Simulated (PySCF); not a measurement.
Electron correlation in Os²⁺ (osmium, charge +2)

[Xe] 4f14 5d5 6s1, high-spin 7S determinant (an excited configuration). All numbers are calculated (PySCF 2.14, a scalar-relativistic core potential, in aug-cc-pVTZ-PP with ECP60MDF). Frozen: 5s2 5p6; 6 electrons correlated.

```json
{"level": "CCSD", "correlation energy (mhartree)": "-83.75"}
{"level": "(T)", "correlation energy (mhartree)": "-1.40"}
{"level": "CCSD(T)", "correlation energy (mhartree)": "-85.15"}
```

Diagnostics: T1 = 0.0031, D1 = 0.0105, largest double amplitude 0.019.

Q: Is a single reference adequate?

A: Yes, within this model without spin-orbit coupling: T1 lies below 0.03 and no double amplitude reaches 0.07.
